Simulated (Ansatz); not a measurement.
ZnI₂⁻. Total charge -1; doublet. Geometry r2SCAN-D4/def2-TZVP, that of the neutral singlet; atoms count from 1.

| atom | x (Å) | y (Å) | z (Å) |
| --- | --- | --- | --- |
| Zn1 | 0.000 | 0.000 | 0.000 |
| I2 | 2.394 | -0.238 | 0.060 |
| I3 | -2.394 | 0.238 | -0.061 |

In the def2 sets I takes a core potential; there is no spin–orbit coupling. The highest occupied level of the charge -1 doublet lies above zero (up to 1.14 eV). By energy differences its removal costs 0.35 eV (vertical, to the charge 0 singlet, at PBE0-D4/def2-TZVPD); a positive level beside a positive removal energy at the same level points to self-interaction error.

Estimate the Mulliken populations from the PBE0/def2-TZVPD orbitals of Ansatz.


```json
{"atom": "Zn1", "charge (e)": "-0.29", "spin (α − β)": "0.57", "d electrons": "10.08"}
{"atom": "I2", "charge (e)": "-0.35", "spin (α − β)": "0.21", "d electrons": "–"}
{"atom": "I3", "charge (e)": "-0.35", "spin (α − β)": "0.21", "d electrons": "–"}
```
Mulliken values and Mayer orders depend strongly on the basis. With diffuse functions, as here, like atoms can get unlike values, and bond orders can come out too low or too high.

Where does the spin sit?

Summed by element: Zn 0.57, I 0.43, of 1 unpaired in all. Largest on single atoms: Zn1 0.57, I2 0.21, I3 0.21.

And the Mayer bond orders between bonded heavy atoms (over 0.3)?

Zn1–I2 0.94 (2.41 Å); Zn1–I3 0.94 (2.41 Å).
